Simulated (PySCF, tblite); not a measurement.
Isomers of C7H9NSSi, one GFN2-xTB conformer each. Single-point energies are computed at PBE0/pcSseg-1 (PySCF, gas phase, no added dispersion term), electronic only.

| SMILES | GFN2-xTB relative energy (kJ/mol) |
| --- | --- |
| [SiH3]Cc1csc2cc[nH]c12 | 0.0 |
| C#CCS[C@@H]1CC[Si@H]1C#N | 409.2 |
| C#CC[Si@@H]1C[C@@H](C#N)CS1 | 218.3 |

Conformers: `[SiH3:1][CH2:2][c:3]1[cH:4][s:5][c:6]2[cH:7][cH:8][nH:9][c:10]12` with Si1–C2–C3–C4 -102°; `[CH:1]#[C:2][CH2:3][S:4][C@@H:5]1[CH2:6][CH2:7][Si@H:8]1[C:9]#[N:10]` with C2–C3–S4–C5 -60°, C3–S4–C5–C6 -77°, S4–C5–C6–C7 -130°, C5–C6–C7–Si8 10°, C6–C7–Si8–C9 -118°, S4–C5–Si8–C7 127°; `[CH:1]#[C:2][CH2:3][Si@@H:4]1[CH2:5][C@@H:6]([C:7]#[N:8])[CH2:9][S:10]1` with C2–C3–Si4–C5 40°, C3–Si4–C5–C6 -96°, Si4–C5–C6–C7 -168°, C5–C6–C9–S10 55°, C6–C9–S10–Si4 -34°.

**Question.** What does PBE0/pcSseg-1 give for the same structures?

**Answer.** 
```tsv
SMILES	PBE0/pcSseg-1 E (Eh)	PBE0/pcSseg-1 (kJ/mol)	GFN2-xTB (kJ/mol)	point group
[SiH3]Cc1csc2cc[nH]c12	-1013.86471	0.0	0.0	C1
C#CC[Si@@H]1C[C@@H](C#N)CS1	-1013.83483	78.5	218.3	C1
C#CCS[C@@H]1CC[Si@H]1C#N	-1013.77279	241.3	409.2	C1
```

Both levels put the same isomer lowest; measured from each level's own lowest isomer, the values differ by up to 167.9 kJ/mol (C#CCS[C@@H]1CC[Si@H]1C#N: 409.2 against 241.3). As drawn, the lowest has an aromatic ring and an N–H bond, which the highest lacks; the highest has a four-membered ring, a C≡N group and a C≡C bond, which the lowest lacks.

**Question.** Which frontier levels, dipoles and rotational constants go with these structures?

**Answer.** 
```tsv
SMILES	HOMO (eV, PBE0/pcSseg-1)	LUMO (eV)	dipole (D)	A, B, C (MHz)
[SiH3]Cc1csc2cc[nH]c12	-5.75	-0.14	2.64	1525, 791.8, 566.0
C#CC[Si@@H]1C[C@@H](C#N)CS1	-7.24	-0.16	3.46	1325, 757.3, 606.5
C#CCS[C@@H]1CC[Si@H]1C#N	-6.80	-1.08	3.79	1443, 586.8, 503.1
```

**Question.** What happens when harmonic zero-point energies from GFN2-xTB frequencies are added?

**Answer.** 
```json
{"SMILES": "[SiH3]Cc1csc2cc[nH]c12", "ZPE (kJ/mol)": "355.5", "electronic (kJ/mol)": "0.0", "with ZPE (kJ/mol)": "0.0"}
{"SMILES": "C#CC[Si@@H]1C[C@@H](C#N)CS1", "ZPE (kJ/mol)": "360.6", "electronic (kJ/mol)": "78.5", "with ZPE (kJ/mol)": "83.6"}
{"SMILES": "C#CCS[C@@H]1CC[Si@H]1C#N", "ZPE (kJ/mol)": "354.9", "electronic (kJ/mol)": "241.3", "with ZPE (kJ/mol)": "240.8"}
```

The zero-point energies span 5.7 kJ/mol. The order is unchanged.
